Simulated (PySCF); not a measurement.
A run for PySCF: U-B3LYP/6-31G* on CH5AlO (SMILES C[O][AlH2]), a point of a bond scan (R = 1.885 Å).

```python
from pyscf import gto, scf, dft, mp
from pyscf.data.elements import chemcore

mol = gto.M(
    atom='''
    Al   -0.48447785    0.89780616    0.62601054
    H    -0.44631259    1.28169178    2.47143269
    H    -1.22107104    1.77313262   -0.46313067
    O     0.33969018   -0.49209283    0.13373798
    C     0.56151194   -1.13056905   -1.10068500
    H     0.08822596   -0.60052820   -1.93547360
    H     1.63509344   -1.19352194   -1.29911414
    H     0.16204404   -2.14811651   -1.07007472
    ''',
    basis='6-31g*',
    cart=True,
    charge=0, spin=0, verbose=3, max_memory=1800)
mf = dft.UKS(mol, xc='b3lyp')
mf.conv_tol = 1e-8
mf.max_cycle = 100
mf.init_guess_breaksym = True
mf.kernel()
if not mf.converged:
    mf = mf.newton().run(mf.mo_coeff, mf.mo_occ)
for _ in range(4):
    mo, _, stable, _ = mf.stability(return_status=True)
    if stable:
        break
    mf.kernel(mf.make_rdm1(mo, mf.mo_occ))
```

Q: Give the final energy of this run.

A: -358.7766 hartree.
